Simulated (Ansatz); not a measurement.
CF₂InNO (`O=C=[N][In]([F])[F]`). The species carries charge 0 and has multiplicity 1. In takes the def2 core potential.

Cartesian coordinates in Å:
```
O 2.781 -0.801 0.051
C 1.642 -0.741 -0.171
N 0.467 -0.755 -0.456
In -1.092 0.383 0.031
F -2.841 0.013 -0.663
F -0.957 1.901 1.207
```

**Question.** List the harmonic frequencies (cm⁻¹, unscaled) at PBE0-D4/def2-TZVP in Ansatz. (An estimate is asked.)

**Answer.** The calculation gave: 39, 56, 128, 138, 139, 466, 614, 631, 644, 678, 1424, 2341.

**Question.** Is this a minimum?

**Answer.** Yes, all 12 modes are real.

**Question.** Give the ideal-gas thermochemistry at 298.15 K and 1 bar (rigid rotor, harmonic oscillator; point group Cs, symmetry number 1).

**Answer.** Zero-point energy 43.6 kJ/mol; H(298) − E = 65.4 kJ/mol; entropy 380.7 J/(mol·K), of which translation 174.6, rotation 118.9, vibration 87.2; G(298) − E = -48.1 kJ/mol. Modes under 100 cm⁻¹ are hindered rotations or soft bends, so the harmonic entropy is rough.

**Question.** And at 400, 500, 600, 800 and 1000 K?

**Answer.** 
```tsv
T (K)	H − E (kJ/mol)	S (J/mol/K)	G − E (kJ/mol)
400	75.6	410.0	-88.4
500	86.3	433.9	-130.7
600	97.5	454.3	-175.1
800	120.9	487.9	-269.5
1000	145.2	515.0	-369.8
```
